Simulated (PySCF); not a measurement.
C3H6FNSi, SMILES C1N([SiH3])C(=C1)F.

The structure is a stationary point at B3LYP-D3(BJ)/def2-SVP. This is a generated structure with no PubChem entry under its InChIKey; it may be hypothetical.

The numbers are results of PySCF with PBE/def2-TZVP, not measurements.

The molecule is in vacuum.

```yaml
total_energy: -561.61349 hartree
highest_occupied_level: -5.04 eV
lowest_empty_level: -0.51 eV
orbital_gap: 4.54 eV
dipole_moment: 1.38 D
quadrupole, principal values (traceless, Buckingham form, about the centre of nuclear charge): -2.42, -1.08, 3.50 D·Å
mean_static_polarisability: 70.9 bohr³ (10.51 Å³)
polarisability_principal_values: 54.6, 69.1, 89.0 bohr³
```
